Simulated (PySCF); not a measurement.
## Bond curve of MnP

Set-up: Mn def2-TZVPP, P def2-TZVPP; no relativity (PySCF 2.14). Energies in eV from Mn (3d5 4s2) + P in their ground configurations at the same level. All curves are PBE0. state 1: Ms = 2 determinant of mixed spin (⟨S²⟩ near 7.0), unpaired electrons σ ↑, π ↑, δ ↑↑; state 2: Ms = 2 determinant of mixed spin (⟨S²⟩ near 7.8), unpaired electrons σ ↑↑, δ ↑↑, a second solution, started from another occupation; state 3: Ms = 1 determinant of mixed spin (⟨S²⟩ near 4.2), unpaired electrons δ ↑↑, a second solution, started from another occupation; state 4: ⁷Π (septet), unpaired electrons σ ↑, π ↑↑↑, δ ↑↑, a second solution, started from another occupation.

```tsv
R (Å)	state 1	state 2	state 3	state 4
1.864	-0.811	0.491	-0.424	0.154
1.950	-1.255	-0.193	-0.811	-0.504
2.037	-1.501	-0.673	-1.041	-0.910
2.102	-1.587	-0.927	-1.143	-1.088
2.167	-1.610	-1.108	-1.203	-1.183
2.232	-1.583	-1.229	-1.228	-1.213
2.319	-1.490	-1.317	-1.222	-1.178
2.427	-1.314	-1.335	-1.164	-1.048
2.557	-1.050	-1.263	-1.045	-0.819
2.730	-0.666	-1.071	-0.849	-0.459
```

**Question.** Put a parabola through the three lowest points of the state 1 curve and estimate Re, k and ωe (reduced mass 19.81 u; 1 eV/Å² = 0.16022 mdyn/Å; ωe = 1302.8·√(k/μ) cm⁻¹).

**Answer.** Through R = 2.102, 2.167, 2.232 Å the second-order coefficient is 5.92 eV/Å², so Re ≈ 2.164 Å, k ≈ 1.90 mdyn/Å and ωe ≈ 403 cm⁻¹. A polynomial fit of higher order to the unrounded PBE0 energies gives Re = 2.161 Å, k = 1.90 mdyn/Å, ωe = 404 cm⁻¹; anharmonicity and rounding make the difference.

The higher-order fit for each curve: state 1: Re = 2.161 Å, ωe = 404 cm⁻¹, De = 1.61 eV; state 2: Re = 2.395 Å, ωe = 306 cm⁻¹, minimum 1.34 eV below the ground-state fragments; state 3: Re = 2.261 Å, ωe = 282 cm⁻¹, minimum 1.23 eV below the ground-state fragments; state 4: Re = 2.236 Å, ωe = 400 cm⁻¹, minimum 1.21 eV below the ground-state fragments.

The metal atom is held in its measured ground configuration; semilocal functionals can put another filling of s and d lower by some tenths of an eV, and De to that atom would be smaller. ⟨S²⟩ of the unrestricted solution departs from its pure value on part of the curve, where spin states mix. With d or f electrons several states lie close, and the lowest PBE0 determinant need not be the measured ground state.
